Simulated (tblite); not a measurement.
Isomers of [C5H6OP]- (charge -1). Method: GFN2-xTB as coded in tblite; computed harmonic values from a numerical Hessian at the method's own geometry, unscaled. Errors from tens to a few hundred cm⁻¹ against measured bands are possible. One conformer each.

Electronic energies: GFN2-xTB at the same geometries; isomer energies are rough at this level and their order can be wrong.

```csv
SMILES,"electronic energy, lowest = 0 (kJ/mol)"
C[P-]c1ccoc1,37.0
COc1ccc[p-]1,0.0
COc1cc[p-]c1,4.3
```

Task: How do GFN2-xTB zero-point energies change the relative energies?

Result: 
```
      SMILES  ZPE (kJ/mol)  of it from modes above 1550 cm⁻¹  electronic (kJ/mol)  with ZPE, lowest = 0 (kJ/mol)  lowest mode (cm⁻¹)  rings
COc1ccc[p-]1         248.4                             106.0                  0.0                            0.0                  88      1
COc1cc[p-]c1         248.4                             106.3                  4.3                            4.3                  62      1
C[P-]c1ccoc1         247.7                             118.6                 37.0                           36.3                  90      1
```

The zero-point energies span 0.7 kJ/mol, from `C[P-]c1ccoc1` to `COc1cc[p-]c1`. The order is unchanged.
